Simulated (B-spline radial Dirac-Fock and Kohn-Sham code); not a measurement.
## Satellites and hypersatellites of the K lines of Ho³¹⁺

System: the Ho³¹⁺ ion, configuration 1s2 2s2 2p6 3s2 3p6 3d10 4s2 4p6.

Calculated with a radial finite-basis atomic code, using Dirac-Fock (average of configuration) total-energy differences with a finite nucleus, the Breit interaction including its frequency dependence, and self-energy and vacuum-polarisation corrections. Each two-hole energy is an average over J within one jj subconfiguration, not an observable level; in light atoms, where LS coupling holds, the j-resolved values are not observed lines, and for a K spectator the Kα1 hypersatellite is nearly forbidden. Electron correlation is not included.

Lines without a spectator: Kα2 (K-L2) 46695.6 eV, Kα1 (K-L3) 47543.5 eV, Kβ3 (K-M2) 53730.8 eV, Kβ1 (K-M3) 53915.6 eV. Shifts in eV with one spectator hole (a dash: not computed, or left out as unreliable):

```tsv
spectator hole	Kα2	Kα1	Kβ3	Kβ1
K (1s)	+849.1	+900.6	+1098.0	+1110.3
L2 (2p1/2)	+104.5	+137.7	–	+274.1
L3 (2p3/2)	+86.1	+91.7	+218.6	–
M2 (3p1/2)	–	+21.20	+45.7	+54.0
M3 (3p3/2)	+12.90	–	+41.7	+42.1
M4 (3d3/2)	+4.37	+0.95	–	–
M5 (3d5/2)	-0.60	+2.98	–	–
```
